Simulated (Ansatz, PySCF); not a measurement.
This PySCF input computes a r2SCAN/def2-TZVPD energy:

```python
from pyscf import gto, scf, dft

mol = gto.M(
    atom='''
    Pb    0.13000773    0.11681250    0.36359047
    F     0.92457549    1.43740443   -1.00083118
    Cl   -1.11657722   -1.32442733   -1.22393751
    ''',
    basis='def2-tzvpd',
    ecp='def2-tzvp',
    charge=0,
    spin=0,
    verbose=4,
)

mf = dft.RKS(mol, xc='r2scan').density_fit(auxbasis='def2-universal-jkfit')
mf.grids.level = 4
mf.conv_tol = 1e-9
mf.max_cycle = 100
mf.max_memory = 1500
mf.kernel()
if not mf.converged:
    mf = mf.newton()
    mf.kernel(mf.make_rdm1())
mf.analyze()
```

Write an input for the same energy in Ansatz (an electronic-structure program) and say what it gives.


Ansatz 0.2 input:
```yaml
crystal:
  periodic: [false, false, false]
  atoms:
    - {symbol: Pb, position_ang: [0.13000773, 0.11681250, 0.36359047]}
    - {symbol: F, position_ang: [0.92457549, 1.43740443, -1.00083118]}
    - {symbol: Cl, position_ang: [-1.11657722, -1.32442733, -1.22393751]}
basis:
  gaussian:
    orbitals: def2-TZVPD
hamiltonian:
  xc: {name: r2SCAN}
output: {forces: true}
```
It gives -753.09807 Eh, and PySCF -753.09809 Eh, a difference of 0.02 mEh, from the treatment of integrals and grids.
